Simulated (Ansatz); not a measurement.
A run for Ansatz (a program for electronic structure): U-B3LYP/cc-pVTZ on BF2HO (SMILES OB(F)F), a point of a bond scan (R = 1.332 Å).

Ansatz 0.2 input:
```yaml
crystal:
  periodic: [false, false, false]
  atoms:
    - {symbol: B, position_ang: [-0.01132654, -0.00676178, 0.01792770]}
    - {symbol: F, position_ang: [1.28635517, -0.21416538, -0.20168753]}
    - {symbol: F, position_ang: [-0.53872025, -0.47351002, 1.13641053]}
    - {symbol: O, position_ang: [-0.79276045, 0.65749755, -0.85724911]}
    - {symbol: H, position_ang: [-0.32999807, 0.96290708, -1.64415257]}
basis:
  gaussian:
    orbitals: cc-pVTZ
hamiltonian:
  xc: {name: B3LYP}
magnetization: {spin_polarized: true, initial_magnetization: 0}
```

**Question.** Give the final energy of this run.

**Answer.** -300.6676 hartree.
